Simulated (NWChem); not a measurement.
System meant: sulfur trioxide (SO3); SMILES O=S(=O)=O

Input file for NWChem:

```
start job
memory heap 200 mb stack 900 mb global 1100 mb
geometry units angstroms noautoz
  O     -1.019236    -1.019236     0.000000
  S      0.000000     0.000000     0.000000
  O     -0.373066     1.392302     0.000000
  O      1.392302    -0.373066     0.000000
end
basis spherical
  * library def2-svp
end
dft
  xc b3lyp
  iterations 150
end
tddft
  cis
  nroots 4
  notriplet
end
task tddft energy
```

End of the output:

```
 Vector   23  Occ=0.000000D+00  E= 1.734500D-01  Symmetry=e'
              MO Center=  6.6D-02, -2.7D-01, -2.1D-11, r^2= 1.9D+00
   Bfn.  Coefficient  Atom+Function         Bfn.  Coefficient  Atom+Function
  ----- ------------  ---------------      ----- ------------  ---------------
    26      1.497893  2 S  py                35     -0.827852  3 O  s
    40      0.451702  3 O  py                25     -0.422547  2 S  px
    49      0.423355  4 O  s                  7      0.407889  1 O  px
     3      0.404497  1 O  s                 23      0.374059  2 S  py
    53     -0.319276  4 O  px                 4      0.289684  1 O  px

 center of mass
 --------------
 x =   0.00000000 y =   0.00000000 z =   0.00000000

 moments of inertia (a.u.)
 ------------------
         178.012338121243           0.000000000000           0.000000000000
           0.000000000000         178.012338121243           0.000000000000
           0.000000000000           0.000000000000         356.024676242485

     Multipole analysis of the density
     ---------------------------------

     L   x y z        total         alpha         beta         nuclear
     -   - - -        -----         -----         ----         -------
     0   0 0 0     -0.000000    -20.000000    -20.000000     40.000000

     1   1 0 0     -0.000000     -0.000000     -0.000000      0.000000
     1   0 1 0     -0.000000     -0.000000     -0.000000     -0.000000
     1   0 0 1      0.000000      0.000000      0.000000      0.000000

     2   2 0 0    -23.342186    -56.188340    -56.188340     89.034493
     2   1 1 0     -0.000000     -0.000000     -0.000000      0.000000
     2   1 0 1     -0.000000     -0.000000     -0.000000      0.000000
     2   0 2 0    -23.342186    -56.188340    -56.188340     89.034493
     2   0 1 1     -0.000000     -0.000000     -0.000000      0.000000
     2   0 0 2    -18.333476     -9.166738     -9.166738      0.000000

 ------------------------------------------------------------------------
 tddft_init: non-Abelian symmetry not permitted                   0
 ------------------------------------------------------------------------
 ------------------------------------------------------------------------
  current input line :
    21: task tddft energy
 ------------------------------------------------------------------------
 ------------------------------------------------------------------------
 There is an error related to the specified geometry
 ------------------------------------------------------------------------
 For more information see the NWChem manual at https://nwchemgit.github.io

0:tddft_init: non-Abelian symmetry not permitted:Received an Error in Communication
```

Q: Find the fault in this run and fix the input.

A: The run crashed. Cause: the TDDFT module takes Abelian point groups alone, and the geometry was found to have a non-Abelian one. This input runs:
```
start job
memory heap 200 mb stack 900 mb global 1100 mb
geometry units angstroms noautosym nocenter noautoz
  O     -1.019236    -1.019236     0.000000
  S      0.000000     0.000000     0.000000
  O     -0.373066     1.392302     0.000000
  O      1.392302    -0.373066     0.000000
end
basis spherical
  * library def2-svp
end
dft
  xc b3lyp
  iterations 150
end
tddft
  cis
  nroots 4
  notriplet
end
task tddft energy
```
It converges to -623.46743 Ha (B3LYP/def2-SVP, TDA).
